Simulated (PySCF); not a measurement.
InClI2, SMILES [Cl][In]([I])[I].

The structure is a stationary point at B3LYP-D3(BJ)/def2-SVP. The structure was generated by enumeration; whether it is a known compound was not checked. The def2 effective core potentials stand for the cores of I, In; spin–orbit coupling is left out.

Two levels are set side by side: PBE/def2-TZVP (PySCF) and PBE0/def2-TZVP (PySCF). Same geometry, gas phase. Differences are taken from unrounded values.

```csv
quantity,PBE0,PBE,PBE minus PBE0
orbital gap (eV),4.76,2.88,-1.88
highest occupied level (eV),-8.05,-6.90,1.14
lowest empty level (eV),-3.29,-4.03,-0.73
dipole moment (D),1.21,1.18,-0.03
mean polarisability (bohr³),119.8,124.8,5.0
```

Without exact exchange PBE keeps part of each electron's self-repulsion, which lifts occupied levels and narrows the gap. PBE's more diffuse valence density responds more strongly to a field. Differences between two approximate levels are no errors against the true value.

Rough cost on one machine, each run with all the roots and properties that it gave: PBE0 against PBE within a factor of 2.
